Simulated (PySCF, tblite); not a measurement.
Compound: C₂H₅F₃SSi.
Bonds: C1–S2, S2–C3, C3–Si4, Si4–F5, Si4–F6, Si4–F7. Hydrogens: H8, H9, H10 on C1; H11, H12 on C3.

Jobs on this species (12 atoms, 74 electrons) with PySCF (density fitting) and tblite. Hardware of each: an Intel Xeon at 2.50 GHz with one thread (shared host). The host was shared with other jobs, so the times are rough.

**Question.** Rank these jobs by wall time, shortest first.
A. GFN2-xTB; Hessian by finite differences
B. PBE0/pcSseg-1; shieldings, charges and field gradients, density and orbital grids written; 158 basis functions
C. GFN2-xTB; L-BFGS relaxation

**Answer.** A (1.2 s), C (2.0 s), B (77 s).

All jobs:

| level and settings | work | basis functions | SCF cycles | wall time |
| --- | --- | --- | --- | --- |
| GFN2-xTB | Hessian by finite differences | – | – | 1.2 s |
| GFN2-xTB | L-BFGS relaxation | – | – | 2.0 s |
| PBE0/pcSseg-1 | shieldings, charges and field gradients, density and orbital grids written | 158 | 13 | 77 s |
| B3LYP/def2-SVPD | 8 singlets by full TDDFT, 3 Tamm–Dancoff triplets, polarisability, density and orbital grids written | 200 | 13 | 1.7 min |

**Question.** What do all jobs in the table cost together?

**Answer.** About 3.0 min; the longest takes about 56 % of that, and about 85 times as long as the shortest.
